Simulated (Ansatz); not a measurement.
The cluster Li₄Se₂⁺, relaxed as a quartet with UKS PBE-D4/def2-SVP in Ansatz, starting from the PBE-D4/def2-SVP geometry of the charge +1 doublet. Force threshold 0.02 eV/Å.

At PBE-D4/def2-SVP a doublet of charge 1 lies 2.88 eV below the quartet, each at its own geometry. The structure comes from a short search, and lower isomers may exist.

Start:

```
atom    x (Å)    y (Å)    z (Å)
 Li1  -0.8316  -1.5833  -0.8904
 Li2   2.0451  -1.0057   2.3600
 Li3  -1.4404   1.1396   0.7902
 Li4   1.0082   1.0648  -1.3579
 Se5  -1.3764   0.6758  -1.5920
 Se6   0.5951  -0.2912   0.6901
```

(1) Estimate the energy that the relaxation releases and the steps that it takes.

(2) Does the start keep its bonding?

(3) Predict the relaxed structure.

Results:

(1) 23.6 kcal/mol, in 24 steps; 78 s on 4 threads of Arm Neoverse V1 on a shared host. The force fell under the threshold at step 20, but the optimiser went on and released 0.003 eV more. No frequencies were taken in this run, so the end may be a saddle point.

(2) By distances, no bond broke or formed. The bond that changes most is Li3–Se6, from 2.49 to 2.77 Å (atoms count from 1).

(3) 
```xyz
6

Li   -0.7570   -1.6556   -0.2856
Li    0.8601   -1.2174    2.2786
Li   -1.2707    0.6802    1.1461
Li    1.0883    1.4486   -1.9113
Se   -1.1941    0.5940   -1.4174
Se    1.2734    0.1502    0.1897
```
Bond lengths (bridged metal pairs left out): 7 × Li–Se 2.48 to 2.77 Å.
